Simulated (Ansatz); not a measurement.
`FB1CC1Cl` + HCl → `ClB1CC1Cl` + H–F at 500 K and 1 bar (ligand exchange at a B–F bond).

Program: Ansatz. Geometries: PBE0-D4/def2-TZVP. ΔE: electronic, gas phase. CCSD(T)/CBS adds triple-zeta CCSD(T) − MP2 to the extrapolated MP2 energy (def2 sets, frozen cores). This one scheme is used for every species.

```
    species  CCSD(T)/CBS energy (Eh)  H − E (kJ/mol)  S (J/(mol·K))
 `FB1CC1Cl`               -662.27153           166.9          364.3
        HCl               -460.38127            32.5          201.9
`ClB1CC1Cl`              -1022.24527           164.6          376.8
        H–F               -100.39570            39.4          188.7
```

H − E and S are ideal-gas, rigid-rotor, harmonic terms from PBE0-D4/def2-TZVP, for one conformer and one mirror image of each species. 1 Eh = 2625.50 kJ/mol, R = 8.31446 J/(mol·K).

Problem. By hand: ΔE, ΔH, ΔS and ΔG.

Solution. ΔE = (-1022.24527) + (-100.39570) − (-662.27153) − (-460.38127) = 0.01183 Eh = 31.1 kJ/mol. Δ(H − E) = 164.6 + 39.4 − 166.9 − 32.5 = 4.6, so ΔH = 35.7 kJ/mol. ΔS = 376.8 + 188.7 − 364.3 − 201.9 = -0.7 J/(mol·K). ΔG = 35.7 − 500 × (-0.7)/1000 = 36.1 kJ/mol.

Problem. By hand: the equilibrium constant, and the temperature at which ΔG would vanish if ΔH and ΔS stayed fixed.

Solution. log₁₀ K = −ΔG/(RT ln 10) = -3.8. ΔH and −TΔS have one sign here, so there is no such temperature.

The number of gas molecules stays the same, so ΔS is small and ΔH decides. A doubt of 5 kJ/mol in ΔE shifts log₁₀ K by 0.5 here. Other conformers and mirror images would add mixing entropy, several J/(mol·K) or more a flexible species. These are equilibria of isolated gas molecules and say nothing of rates. Largest T1 diagnostic: 0.012 (customary marks: 0.02 for closed shells, 0.045 for open ones).

ΔS is within the doubt of such terms, so its sign, and with it that verdict, could turn.
